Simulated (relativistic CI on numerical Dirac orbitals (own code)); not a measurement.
# Ca XI: sensitivity of the levels to the model

Base calculation: Dirac-Coulomb-Breit CI, separate exchange-only KLI orbitals for each configuration, QED by a radiative potential, unscaled Slater integrals.

CI space (outside the closed core 1s2): 2s²2p⁶, 2s²2p⁵3s, 2s²2p⁵3p, 2s²2p⁵3d, 2s2p⁶3s, 2s2p⁶3p, 2s²2p⁵4s, 2s²2p⁵4p, 2s2p⁶3d, 2s²2p⁵4d, 2s²2p⁵4f, 2s²2p⁴3s², 2s²2p⁴3s3p, 2s2p⁶4s, 2s2p⁶4p, 2s²2p⁴3p². Levels of other configurations are missing.

The lowest level and the first level of each name with at least 55 % of one term (blank where a level has no safe partner in the second run):

```csv
Level,Base (eV),Shift (eV)
2s²2p⁶ ¹S0,0.000,0.000
2s²2p⁵3s ³P°2,346.501,-0.038
2s²2p⁵3s ³P°1,347.647,-0.039
2s²2p⁵3s ³P°0,350.191,-0.047
2s²2p⁵3s ¹P°1,351.253,-0.046
2s²2p⁵3p ³S1,365.210,-0.007
2s²2p⁵3p ³D2,368.428,-0.007
2s²2p⁵3p ³D3,368.441,-0.008
2s²2p⁵3p ³P2,370.347,-0.008
2s²2p⁵3p ³P0,372.297,-0.012
2s²2p⁵3p ³P1,373.255,-0.016
2s²2p⁵3p ¹S0,385.472,-0.011
2s²2p⁵3d ³P°0,395.331,-0.007
2s²2p⁵3d ³P°1,395.720,-0.008
2s²2p⁵3d ³P°2,396.516,-0.009
2s²2p⁵3d ³F°4,397.014,-0.008
2s²2p⁵3d ³F°3,397.573,-0.008
2s²2p⁵3d ³F°2,398.483,-0.009
2s²2p⁵3d ³D°3,399.127,-0.008
2s²2p⁵3d ³D°1,401.012,-0.011
2s²2p⁵3d ¹P°1,407.373,-0.013
2s2p⁶3s ³S1,437.997,+0.108
```

At this charge energies of transitions that change n are usually good to better than 1 %, and those within a shell (Δn = 0) to a few per cent.

**Question.** One thing was changed in a second run, which moved the levels as shown. Which?
A. configuration mixing switched off
B. QED terms removed
C. non-relativistic limit
D. Breit term removed

**Answer.** B. QED terms removed. QED shifts follow the density of s (and p1/2) electrons at the nucleus, so configurations move by their count of such electrons; where none moves, the smaller shifts of p3/2 electrons and of j = l + 1/2 against j = l − 1/2 set the pattern.

LS names give the leading component of a level, which can be under half, so a name can repeat, a term be missing and a line seem to break the LS rules.
